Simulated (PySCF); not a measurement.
Deprotonated 4,4'-biphenol anion, C₁₂H₉O₂ (charge -1).
SMILES with atom numbers: `[O-:1][c:2]1[cH:3][cH:4][c:5](-[c:6]2[cH:7][cH:8][c:9]([OH:10])[cH:11][cH:12]2)[cH:13][cH:14]1`

Structure used (PBE0-D3(BJ)/def2-SVP), in Å, numbered top down from 1:
```xyz
23
C12H9O2 angstrom
O     -5.2637   -0.4038    0.3505
C     -4.0252   -0.3570    0.2097
C     -3.1137   -1.3184    0.8042
C     -1.7460   -1.2564    0.6434
C     -1.1105   -0.2499   -0.1234
C      0.3410   -0.1989   -0.2881
C      1.2263   -0.7991    0.6335
C      2.6084   -0.7617    0.4708
C      3.1811   -0.1050   -0.6195
O      4.5331   -0.0406   -0.8145
C      2.3347    0.5084   -1.5452
C      0.9555    0.4530   -1.3823
C     -1.9729    0.7020   -0.7192
C     -3.3425    0.6633   -0.5662
H     -3.5705   -2.1245    1.3881
H     -1.1313   -2.0406    1.1004
H      0.8166   -1.2917    1.5178
H      3.2562   -1.2386    1.2166
H      4.9526   -0.5170   -0.0919
H      2.7775    1.0151   -2.4065
H      0.3215    0.9124   -2.1439
H     -1.5354    1.5240   -1.2978
H     -3.9762    1.4290   -1.0261
```

Probes without a nucleus sit at each ring's centroid and 1 Å off its mean plane on both sides; NICS is minus the shielding there, NICSzz its component along the normal. Level: GIAO PBE0/pcSseg-1 (PySCF, non-relativistic, gas phase) on the PBE0-D3(BJ)/def2-SVP geometry, one conformer.

Rings: 1. C2–C3–C4–C5–C13–C14; 2. C6–C7–C8–C9–C11–C12.

```
set  NICS(0)  NICS(1), two faces  NICS(1)zz, two faces
  P     -3.4         -6.4 / -6.4         -13.5 / -13.5
  Q     -7.3         -8.9 / -8.9         -20.1 / -20.1
```

Task: Which set (ppm) belongs to which ring?

Result: P = 1, Q = 2.
- 1 (6-membered carbocycle; formal bonds all aromatic): mean NICS(1)zz -13.5 ppm, shielded.
- 2 (6-membered carbocycle; formal bonds all aromatic): mean NICS(1)zz -20.1 ppm, shielded. For a flat ring without four-coordinate atoms the NICS criterion counts such a value as aromatic.

Task: How do the rings differ in shape?

Result: 
```json
{"ring": "1", "bond lengths (Å)": "1.452, 1.378, 1.416, 1.416, 1.379, 1.452", "rms pucker (Å)": "0.00", "HOMA": "0.57", "nearest outside atom to a NICS(1) probe (Å)": "hydrogen 2.66"}
{"ring": "2", "bond lengths (Å)": "1.412, 1.392, 1.396, 1.396, 1.390, 1.414", "rms pucker (Å)": "0.00", "HOMA": "0.94", "nearest outside atom to a NICS(1) probe (Å)": "hydrogen 2.65"}
```

HOMA = 1 − mean of α(R − Ropt)² over the ring bonds, with Krygowski's 1993 parameters (CC: Ropt 1.388 Å, α 257.7 Å⁻²).

On an Arm Neoverse V2 with one thread, shared host, this took 95 s wall (with the writing of density and orbital grids) and 1.7 GiB of memory at its peak. This is the whole shielding run at PBE0/pcSseg-1, SCF included.
